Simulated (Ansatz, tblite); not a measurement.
Isomers of B5N4⁺ (singlet), found by a short tight-binding search and relaxed with r2SCAN-D4/def2-SVP in Ansatz.

The xTB rows come from tblite. Correlated methods freeze 9 core orbitals.

Run but left out: HF/def2-SVP, MP2/def2-SVP, CCSD/def2-SVP, CCSD(T)/def2-SVP (flagged by the program: other roots); HF/def2-TZVP (A: restricted singlet, unstable towards broken spin symmetry); BHLYP-D4/def2-TZVP (A: restricted singlet, unstable in another Hartree–Fock run and untested here).

A further structure is left out (an occupied level 0.06 to 0.07 eV above an empty one); at PBE0-D4/def2-TZVP its energy lies 4.35 eV above the lowest shown. A further structure is left out (at the level of its geometry, an occupied level 0.15 eV above an empty one); at PBE0-D4/def2-TZVP its energy lies 7.19 eV above the lowest shown.

A: The restricted singlet is unstable towards broken spin symmetry in Hartree–Fock (as tested in another run); at PBE-D4/def2-SVP, PBE-D4/def2-TZVP, r2SCAN-D4/def2-TZVP, PBE0-D4/def2-SVP and others this wasn't settled. At MP2/def2-TZVP the restricted singlet (for correlated methods, its reference) is unstable: a solution with broken spin symmetry lies lower.

Other spin states weren't relaxed.

A:

Cartesian coordinates in Å:
```
B -0.007 0.001 -0.006
B -3.306 -2.196 3.396
B 3.322 2.192 -3.383
B 1.654 1.095 -1.695
B -1.658 -1.094 1.692
N -0.840 -0.549 0.849
N 0.828 0.552 -0.859
N 2.509 1.657 -2.560
N -2.502 -1.657 2.566
```

B:

| atom | x (Å) | y (Å) | z (Å) |
| --- | --- | --- | --- |
| B1 | -1.5952 | 0.5299 | -0.5822 |
| B2 | -0.1484 | 1.5171 | 0.7879 |
| B3 | 0.8919 | -1.6637 | -0.4589 |
| B4 | -0.5876 | -1.4464 | -1.1562 |
| B5 | 1.5365 | 0.0699 | 0.8937 |
| N6 | -1.5905 | -0.6555 | -1.2597 |
| N7 | 1.0558 | 1.2235 | 1.2884 |
| N8 | -1.3294 | 1.5738 | 0.1643 |
| N9 | 1.7670 | -1.1487 | 0.3227 |

C:

Cartesian coordinates in Å:
```
B 1.198 0.243 0.720
B -0.242 -1.189 0.454
B -0.387 -0.939 -1.273
B 0.133 1.036 -1.046
B -0.754 0.730 0.954
N -0.194 0.179 -1.990
N -1.311 -0.428 1.087
N 1.168 -1.047 0.790
N 0.390 1.415 0.305
```

Q: Estimate their order by electronic energy at PBE0-D4/def2-TZVP, counted from the lowest.

A: B (0.00) < C (4.50) < A (4.64), in eV.

Q: Do the other levels pick the same lowest one?

A: Not MP2/def2-TZVP. Energies above each level's lowest (eV):

```csv
level,A,B,C
GFN1-xTB,1.70,0.00,4.09
GFN2-xTB,1.34,0.00,4.81
PBE-D4/def2-SVP,3.45,0.00,4.26
PBE-D4/def2-TZVP,3.54,0.00,4.38
r2SCAN-D4/def2-TZVP,3.87,0.00,4.61
PBE0-D4/def2-SVP,4.53,0.00,4.40
PBE0-D4/def2-TZVP,4.64,0.00,4.50
ωB97X-V/def2-TZVP,6.60,0.00,4.60
ωB97M-V/def2-TZVP,6.25,0.00,4.52
MP2/def2-TZVP,0.00,8.85,13.30
```
Point groups (tolerance 0.1 Å): A D∞h, B C2v, C Cs. Lower isomers may exist. From def2-SVP to def2-TZVP the PBE0 values move by up to 0.11 eV, so results in the small set are rough.
